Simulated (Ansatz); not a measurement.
Geometry optimisation, UKS PBE0/def2-SVPD in Ansatz.

Input file:

```yaml
crystal:
  periodic: [false, false, false]
  atoms:
    - { symbol: B, position_ang: [0.0, 0.0, 0.0] }
    - { symbol: H, position_ang: [0.0, 0.0, 1.44] }
    - { symbol: F, position_ang: [1.1431, 0.0, -0.66] }
    - { symbol: F, position_ang: [-1.1431, 0.0, -0.66] }
    - { symbol: F, position_ang: [0.0, 0.0, 2.66] }
magnetization:
  spin_polarized: true
  initial_magnetization: 1
basis:
  gaussian: { orbitals: def2-SVPD }
hamiltonian:
  xc: pbe0
relax:
  f_tol: 0.15
  max_steps: 25
  restrain:
    - { distance: [1, 4], at: 2.12, k: 30.0 }
    - { distance: [0, 1], at: 1.19, k: 30.0 }
output:
  orbitals: {}
```

Launched with:

```bash
$ ansatz run input.yaml --threads 4 --pin off --max-ram 5120MiB --backend cpu --events-out ev --progress --plain --runs-dir out
```

Where does it end, and by what steps?

It converged. The restraints hold the end off the free minimum; the threshold counts their pulls, which the force column leaves out. Restrained pairs: H2–F5 (1.22 → 2.11 Å), B1–H2 (1.44 → 1.20 Å). After 5 steps the energy has risen by 0.568 eV (the restraints' own energy left out); F5 moved furthest, 0.57 Å.

```tsv
step	energy less start (eV)	largest force component (eV/Å)	accepted
0	0.0000	2.072	yes
1	0.3829	0.690	yes
2	0.6211	2.390	yes
3	0.5893	1.131	yes
4	0.5685	0.397	yes
5	0.5681	0.382	yes
```

```xyz
5
Properties=species:S:1:pos:R:3
B 0.000 0.000 -0.076
H 0.000 0.000 1.120
F 1.129 0.000 -0.748
F -1.129 0.000 -0.748
F 0.000 0.000 3.233
```

Time of the run: 14 s on 4 threads of Arm Neoverse V1, on a shared host, peak memory 0.27 GiB.
